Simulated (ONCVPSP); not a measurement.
**What one change does to a pseudopotential (Re, ONCV)**

| Property | Result |
| --- | --- |
| Element | rhenium |
| Generator | ONCVPSP 4.0.1 |
| Type | optimised norm-conserving Vanderbilt (ONCV) |
| Functional | PBE |
| Relativity | scalar-relativistic |
| Frozen core | [Kr] 4d10 4f14 |
| Valence charge | 15 |
| Reference configuration | 5s2 5p6 5d5 (charge +2) |
| Partial waves | 5s: rc 1.10 bohr, ncon 4, nbas 7, qcut 5.4 1/bohr, 2 projectors, debl 1 Ha; 5p: rc 1.75 bohr, ncon 4, nbas 8, qcut 8.2 1/bohr, 1 projector; 5d: rc 2.30 bohr, ncon 3, nbas 7, qcut 8 1/bohr, 2 projectors, debl 1.8 Ha |
| Local potential | polynomial inside 1.10 bohr (lpopt 5, dvloc0 -1 Ha) |
| Core correction | Teter function, fcfact 4.75, rcfact 1.25 |

In the s channel the program set the typed energies aside and used -3.744, 0.250 Ha.

Change: core correction Teter function, fcfact 5.6, rcfact 1.25.

Cutoffs: the cutoffs (Ha) at which the residual kinetic energy of the hardest occupied pseudo-wave falls to 1 and 0.1 mHa per electron; they do not see the model core or the augmentation charge, which bear on the density cutoff. Errors are all-electron minus pseudo energies relative to the spin-unpolarised reference configuration.

How do hardness, ghosts and transferability respond?

The potential gets neither clearly harder nor softer (97 Ha and 113 Ha → 97 Ha and 113 Ha); the errors of the 4 common tests hardly move; neither file shows a bound ghost. A model core, the more so a compact one, raises the density cutoff, which this test does not measure.

| quantity | base | changed |
| --- | --- | --- |
| cutoff, loose | 97 Ha | 97 Ha |
| cutoff, tight | 113 Ha | 113 Ha |
| bound ghosts | none | none |
| GHOST(+) flags under 300 eV | s at 154.7 eV | s at 154.7 eV |
| error for 5s2 5p6 5d5 6s2, meV [ΔE -25.57 eV] | +18 | +17 |
| error for 5s2 5p6 5d5 6s1, meV [ΔE -16.32 eV] | +8.6 | +8.5 |
| error for 5s2 5p6 5d4, meV [ΔE 27.13 eV] | -3.7 | -3.8 |
| error for 5s2 5p6 5d6 6s1, meV [ΔE -24.63 eV] | +11 | +11 |
| s: phases at 1.12 bohr within 0.05 rad from the reference energy up to (Ha; the scan ends near 5) | to the end of the scan | to the end of the scan |
| p: phases at 1.77 bohr within 0.05 rad from the reference energy up to (Ha; the scan ends near 5) | -0.4 | -0.4 |
| d: phases at 2.33 bohr within 0.05 rad from the reference energy up to (Ha; the scan ends near 5) | to the end of the scan | to the end of the scan |
| rms error of d²Exc/dni dnj with the model core, mHa | 1.79 | 1.30 |
